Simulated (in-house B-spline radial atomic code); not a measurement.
Orbital energies and mean radii along the 35-electron series, configuration [Ar] 3d10 4s2 4p5. The effective charge is n√(-2ε), a non-relativistic measure. Computed with a B-spline radial code for spherical atoms: non-relativistic Hartree-Fock, average of the configuration, point nuclei.

This level leaves out relativity, spin-orbit splitting included, which matters for heavy ions.

| ion | Z | energy of 3s (Eh) | mean radius of 3s (bohr) | energy of 1s (Eh) | mean radius of 1s (bohr) | effective charge of 3s |
| --- | --- | --- | --- | --- | --- | --- |
| Ba21+ | 56 | -65.668 | 0.30167 | -1343.8 | 0.027125 | 34.381 |
| La22+ | 57 | -69.594 | 0.29512 | -1395.49 | 0.026644 | 35.393 |
| Ce23+ | 58 | -73.633 | 0.28884 | -1448.18 | 0.02618 | 36.406 |
| Pr24+ | 59 | -77.784 | 0.28282 | -1501.87 | 0.025732 | 37.418 |
| Nd25+ | 60 | -82.047 | 0.27704 | -1556.57 | 0.025298 | 38.43 |
| Pm26+ | 61 | -86.423 | 0.27149 | -1612.26 | 0.024879 | 39.441 |
| Sm27+ | 62 | -90.911 | 0.26616 | -1668.96 | 0.024474 | 40.452 |
| Eu28+ | 63 | -95.51 | 0.26103 | -1726.66 | 0.024081 | 41.463 |
| Gd29+ | 64 | -100.22 | 0.2561 | -1785.35 | 0.023701 | 42.474 |
| Tb30+ | 65 | -105.05 | 0.25135 | -1845.05 | 0.023333 | 43.484 |
| Dy31+ | 66 | -109.98 | 0.24677 | -1905.75 | 0.022976 | 44.493 |
| Ho32+ | 67 | -115.03 | 0.24235 | -1967.45 | 0.02263 | 45.503 |
| Er33+ | 68 | -120.19 | 0.23809 | -2030.15 | 0.022294 | 46.512 |
| Tm34+ | 69 | ? | ? | ? | ? | ? |
| Yb35+ | 70 | -130.84 | 0.23 | -2158.55 | 0.021651 | 48.53 |
| Lu36+ | 71 | ? | ? | ? | ? | ? |
| Hf37+ | 72 | ? | ? | ? | ? | ? |
| Ta38+ | 73 | -147.66 | 0.21884 | -2358.66 | 0.020753 | 51.555 |

(1) Fill in the row of Tm34+.

(2) Fill in the row of Lu36+.

(3) Fill in the row of Hf37+.

(4) How does the screening of 3s change?

Results:

(1) energy of 3s (Eh): -125.46; mean radius of 3s (bohr): 0.23397; energy of 1s (Eh): -2093.85; mean radius of 1s (bohr): 0.021968; effective charge of 3s: 47.521.

(2) energy of 3s (Eh): -136.34; mean radius of 3s (bohr): 0.22615; energy of 1s (Eh): -2224.26; mean radius of 1s (bohr): 0.021343; effective charge of 3s: 49.538.

(3) energy of 3s (Eh): -141.94; mean radius of 3s (bohr): 0.22243; energy of 1s (Eh): -2290.96; mean radius of 1s (bohr): 0.021044; effective charge of 3s: 50.547.

(4) Z less the effective charge goes from 21.62 at Z = 56 to 21.45 at Z = 73.
